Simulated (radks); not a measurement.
Isoelectronic series with 5 electrons, each ion in its NIST ground configuration. Method: Dirac Kohn-Sham, PBEsol, spin-unpolarised, spherical densities, finite nucleus; open shells are shared between the two j in proportion to 2j + 1; Fermi nuclear charge, rms radius of each element as measured or else 0.836 A^(1/3) + 0.57 fm; computed with a radial shooting solver on a logarithmic mesh with Libxc functionals. Total energies (hartree) and mean radii <r> (bohr):

| ion | configuration | E (hartree) | 2p3/2 | 2p1/2 | 2s1/2 |
|---|---|---|---|---|---|
| B | [He] 2s2 2p1 | -24.46973 | 2.302 | 2.301 | 1.959 |
| Al8+ | [He] 2s2 2p1 | -203.74937 | 0.4749 | 0.4736 | 0.5360 |
| Sc16+ | [He] 2s2 2p1 | -561.43645 | 0.2688 | 0.2668 | 0.3104 |
| Cu24+ | [He] 2s2 2p1 | -1101.36736 | 0.1874 | 0.1847 | 0.2173 |
| Rb32+ | [He] 2s2 2p1 | -1829.57439 | 0.1437 | 0.1402 | 0.1661 |
| Rh40+ | [He] 2s2 2p1 | -2754.59777 | 0.1163 | 0.1120 | 0.1336 |
| I48+ | [He] 2s2 2p1 | -3888.01501 | 0.09753 | 0.09248 | 0.1109 |
| Pm56+ | [He] 2s2 2p1 | -5245.2360 | 0.08382 | 0.07795 | 0.09398 |
| Tm64+ | [He] 2s2 2p1 | -6846.6496 | 0.07336 | 0.06663 | 0.08084 |
